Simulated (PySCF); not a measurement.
# A ladder for the ionisation energy of Sc

Sc [Ar] 3d1 4s2 (2D) → Sc⁺ [Ar] 3d1 4s1 (3D). Scalar values calculated with PySCF 2.14 in x2c-QZVPPall (spin-free X2C; valence: [Ar] frozen; valence and next inner shell: [Ne] frozen). The spin-orbit shift comes from two-component X2C-1e calculations (generalised Hartree-Fock, GHF, and MP2 on its spinors, GMP2) in x2c-QZVPPall-2c: GMP2 gives 6.347 eV without and 6.353 eV with screened spin-orbit coupling, a shift of 0.006 eV (GHF: 0.002 eV). Sums use unrounded values; where a UHF row is shifted, it takes the GHF shift.

```
                                method  scalar (eV)  plus spin-orbit shift (eV)  error (eV)
                                   UHF        5.388                       5.390      -1.171
                                   LDA        6.678                       6.684       0.123
                                   PBE        6.526                       6.533      -0.029
                                  PBE0        6.372                       6.378      -0.184
                               wB97M-V        6.536                       6.542      -0.019
                               LC-wPBE        6.192                       6.198      -0.364
                                PBEsol        6.480                       6.486      -0.076
                         MP2 (valence)        6.110                       6.116      -0.445
                     SCS-MP2 (valence)        6.260                       6.266      -0.296
    MP2 (valence and next inner shell)        6.363                       6.369      -0.192
SCS-MP2 (valence and next inner shell)        6.443                       6.449      -0.113
                        CCSD (valence)        6.353                       6.359      -0.202
                     CCSD(T) (valence)        6.385                       6.391      -0.171
   CCSD (valence and next inner shell)        6.435                       6.441      -0.120
CCSD(T) (valence and next inner shell)        6.536                       6.542      -0.019
```

Reference: 6.561 eV (measured; NIST Atomic Spectra Database, ionization energies).

The errors of the correlated levels include the incompleteness of the basis and the frozen core, so a lower level can come closer by cancellation.

A first-order Landé estimate from the scalar orbitals gives 0.000 eV instead; single two-component determinants are not pure J levels in LS coupling, so the shift is uncertain by about that difference.
